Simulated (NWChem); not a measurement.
System: C3H10N cation; SMILES C[NH+](C)C

Task: Give the equilibrium geometry at B3LYP/6-31G* (spherical d) (NWChem) as an XYZ file, with the point group.

Result: point group C3v; any orientation.
```
14

C     -0.8886     1.1347    -0.1093
N      0.0000     0.0000     0.3342
C      1.4269     0.2022    -0.1093
C     -0.5384    -1.3368    -0.1093
H     -0.4847     2.0711     0.2781
H     -0.9033     1.1531    -1.2003
H     -1.8943     0.9674     0.2787
H      0.0000     0.0000     1.3604
H      1.7850     1.1568     0.2787
H      1.4503     0.2058    -1.2003
H      2.0359    -0.6158     0.2781
H      0.1094    -2.1243     0.2787
H     -1.5513    -1.4553     0.2781
H     -0.5469    -1.3588    -1.2003
```
